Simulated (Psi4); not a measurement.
CH2I, doublet, geometry from GFN2-xTB (all electrons, no relativity); CAM-B3LYP/6-311G** (Psi4).

Psi4 was given this input:
```
memory 2 GB

molecule {
0 2
  C    -1.76238477   -0.01833772    0.07881161
  I     0.28516808    0.00308136   -0.00770438
  H    -2.28046389    0.90745591   -0.05339585
  H    -2.25913562   -0.96074191   -0.01114158
}

set basis 6-311g**
set reference uks
set scf_type pk

energy('cam-b3lyp')
print_variables()
```

What the program printed (banner, timings and long lists left out):

```
Traceback (most recent call last):
  File "psi4", line 375, in <module>
  File "<string>", line 26, in <module>
  File "site-packages/psi4/driver/driver.py", line 533, in energy
  File "site-packages/psi4/driver/procrouting/proc.py", line 2760, in run_scf
  File "site-packages/psi4/driver/procrouting/proc.py", line 1934, in scf_helper
  File "site-packages/psi4/driver/p4util/python_helpers.py", line 229, in _core_wavefunction_build
  File "site-packages/psi4/driver/p4util/python_helpers.py", line 169, in _pybuild_basis
  File "site-packages/psi4/driver/qcdb/libmintsbasisset.py", line 722, in pyconstruct
  File "site-packages/psi4/driver/qcdb/libmintsbasisset.py", line 976, in construct

psi4.driver.qcdb.exceptions.BasisSetNotFound: BasisSet::construct: Unable to find a basis set for atom 2 for key BASIS among:
  Shell Entries: ['I']
  Basis Sets: [('6-311G**', '6-311G**', None)]
  File Path: tmpjbeca_vc, tmpjbeca_vc, basis
  Input Blocks:

Printing out the relevant lines from the Psithon --> Python processed input file:
    """)
    core.IO.set_default_namespace("")
    core.set_global_option("BASIS", "6-311g**")
    core.set_global_option("REFERENCE", "uks")
    core.set_global_option("SCF_TYPE", "pk")
--> energy('cam-b3lyp')
    print_variables()

!----------------------------------------------------------------------------------!
!                                                                                  !
!  BasisSet::construct: Unable to find a basis set for atom 2 for key BASIS among: !
!   Shell Entries: ['I']                                                           !
!   Basis Sets: [('6-311G**', '6-311G**', None)]                                   !
!   File Path: tmpjbeca_vc,      !
!     tmpjbeca_vc,               !
!     basis                                          !
!   Input Blocks:                                                                  !
!                                                                                  !
!----------------------------------------------------------------------------------!

QcdbException BasisSetNotFound: BasisSet::construct: Unable to find a basis set for atom 2 for key BASIS among:
  Shell Entries: ['I']
  Basis Sets: [('6-311G**', '6-311G**', None)]
  File Path: tmpjbeca_vc, tmpjbeca_vc, basis
  Input Blocks:
```

The program refused the input.
